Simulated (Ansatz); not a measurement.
Steps of a relaxation of `Cl[SiH](Cl)[O][GeH3]` with RKS PBE0-D4/def2-TZVP.

```sh
$ ansatz run in.yaml --threads 4 --pin off --events-out ev --progress --plain --max-ram 10444MiB
```

```yaml
crystal:
  periodic: [false, false, false]
  atoms:
    - {symbol: Cl, position_ang: [-1.690092, -1.283009, 1.497613]}
    - {symbol: Si, position_ang: [-0.706077, 0.531198, 1.256201]}
    - {symbol: Cl, position_ang: [0.969600, 0.498367, 2.479206]}
    - {symbol: O, position_ang: [-0.265943, 0.731440, -0.317006]}
    - {symbol: Ge, position_ang: [0.673123, -0.353341, -1.438332]}
    - {symbol: H, position_ang: [-1.601905, 1.645159, 1.669102]}
    - {symbol: H, position_ang: [1.574950, -1.277390, -0.583085]}
    - {symbol: H, position_ang: [-0.360459, -1.154658, -2.264024]}
    - {symbol: H, position_ang: [1.495303, 0.615933, -2.316573]}
basis:
  gaussian: {orbitals: def2-TZVP}
hamiltonian: {xc: pbe0, dispersion: d4}
relax: {f_tol: 0.005, max_steps: 150}
```

Positions (Å) and forces (eV/Å) along the path, 7 of 7 steps:

```xyz
9
step=1 energy=-91539.3040 eV
Cl   -1.690   -1.283    1.498    0.281    0.519   -0.047
Si   -0.706    0.531    1.256    0.352   -0.071   -0.863
Cl    0.970    0.498    2.479   -0.489    0.006   -0.326
O    -0.266    0.731   -0.317   -0.067   -0.521    0.940
Ge    0.673   -0.353   -1.438   -0.151    0.209    0.210
H    -1.602    1.645    1.669    0.223   -0.291   -0.074
H     1.575   -1.277   -0.583   -0.159    0.157   -0.130
H    -0.360   -1.155   -2.264    0.147    0.138    0.147
H     1.495    0.616   -2.317   -0.136   -0.146    0.143
9
step=2 energy=-91539.3574 eV
Cl   -1.667   -1.262    1.489   -0.005    0.020   -0.013
Si   -0.697    0.524    1.239    0.147    0.132   -0.659
Cl    0.947    0.491    2.455   -0.001    0.018   -0.007
O    -0.263    0.723   -0.317   -0.057   -0.274    0.585
Ge    0.671   -0.351   -1.428   -0.138    0.171    0.128
H    -1.584    1.623    1.658    0.045   -0.058   -0.027
H     1.560   -1.266   -0.575   -0.009    0.013   -0.019
H    -0.362   -1.142   -2.240    0.022    0.007    0.007
H     1.484    0.613   -2.299   -0.005   -0.027    0.007
9
step=3 energy=-91539.3671 eV
Cl   -1.671   -1.260    1.476   -0.001   -0.036    0.020
Si   -0.691    0.519    1.233   -0.023    0.104   -0.101
Cl    0.952    0.501    2.448    0.015   -0.018    0.028
O    -0.261    0.715   -0.303    0.038   -0.100    0.043
Ge    0.665   -0.346   -1.420   -0.015    0.039   -0.006
H    -1.577    1.614    1.647   -0.012    0.008    0.020
H     1.556   -1.263   -0.574    0.008   -0.010    0.007
H    -0.364   -1.138   -2.233   -0.013   -0.001   -0.005
H     1.480    0.611   -2.292    0.002    0.014   -0.007
9
step=4 energy=-91539.3690 eV
Cl   -1.680   -1.252    1.502   -0.007    0.043   -0.021
Si   -0.698    0.529    1.237    0.078   -0.151    0.108
Cl    0.923    0.503    2.489   -0.030    0.029   -0.026
O    -0.231    0.689   -0.288   -0.035    0.045    0.016
Ge    0.675   -0.352   -1.431    0.025   -0.030   -0.072
H    -1.584    1.627    1.636   -0.027    0.050   -0.025
H     1.589   -1.280   -0.620   -0.010    0.012    0.005
H    -0.370   -1.134   -2.235    0.006    0.004    0.009
H     1.465    0.624   -2.306   -0.001   -0.003    0.006
9
step=5 energy=-91539.3702 eV
Cl   -1.701   -1.243    1.517    0.002   -0.031    0.010
Si   -0.694    0.519    1.250   -0.053    0.069   -0.017
Cl    0.915    0.515    2.510    0.021   -0.016    0.017
O    -0.222    0.669   -0.275    0.013   -0.012   -0.014
Ge    0.678   -0.354   -1.440   -0.008    0.009    0.009
H    -1.581    1.631    1.622    0.028   -0.023   -0.017
H     1.604   -1.283   -0.644   -0.001   -0.001    0.003
H    -0.368   -1.134   -2.243   -0.001    0.001    0.005
H     1.457    0.634   -2.312   -0.002    0.004    0.003
9
step=6 energy=-91539.3704 eV
Cl   -1.698   -1.245    1.516    0.000   -0.001    0.001
Si   -0.695    0.520    1.248    0.001    0.004   -0.002
Cl    0.916    0.509    2.508    0.001   -0.003    0.002
O    -0.223    0.671   -0.277   -0.007    0.006    0.005
Ge    0.678   -0.353   -1.439    0.004   -0.003   -0.002
H    -1.579    1.633    1.620    0.002   -0.002   -0.005
H     1.603   -1.280   -0.640    0.001    0.000   -0.001
H    -0.369   -1.136   -2.240   -0.001    0.000    0.001
H     1.456    0.634   -2.312   -0.001    0.001    0.001
9
step=7 energy=-91539.3704 eV
Cl   -1.701   -1.244    1.514    0.000    0.000    0.000
Si   -0.695    0.520    1.248   -0.004   -0.001    0.000
Cl    0.915    0.504    2.508    0.001   -0.001    0.000
O    -0.223    0.672   -0.277    0.001    0.001    0.002
Ge    0.678   -0.353   -1.438    0.000    0.001   -0.003
H    -1.578    1.634    1.619    0.001    0.000   -0.001
H     1.606   -1.277   -0.640    0.000    0.001    0.001
H    -0.368   -1.139   -2.237    0.001   -0.001    0.001
H     1.453    0.635   -2.314    0.000   -0.001    0.000
```

Hardware: 4 threads of an AMD EPYC 7B13 on a shared host. Wall time 35 s, peak host memory 0.78 GiB.
